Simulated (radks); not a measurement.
The numbers below are computed, except where a source is named.
Question: Coherent X-ray form factor from a spherical all-electron density. Code: a radial shooting solver on a logarithmic mesh with Libxc functionals. Model: non-relativistic Kohn-Sham, LDA (Slater exchange, Perdew-Wang correlation), spin-polarised, spherical densities, point nucleus.

sin(theta)/lambda (1/angstrom),f0 (electrons)
0.05,12.954
0.1,12.820
0.15,12.602
0.2,12.312
0.25,11.961
0.3,11.564
0.4,10.688
0.5,9.789
0.6,8.943
0.8,7.533
1,6.454
1.25,5.350
1.5,4.379
2,2.860

The species is in the configuration that NIST lists as its ground one. Which atom or ion scatters so?

Answer: The manganese ion Mn12+, [Ne] 3s2 3p1. Extrapolating in s^2 from the first two rows gives f0(0) = 13.0, near the electron count 13; among species with that count, the fall with angle is slower the higher Z, and the table is that of Z = 25; from so few rows the species is fixed only to a neighbour or two.
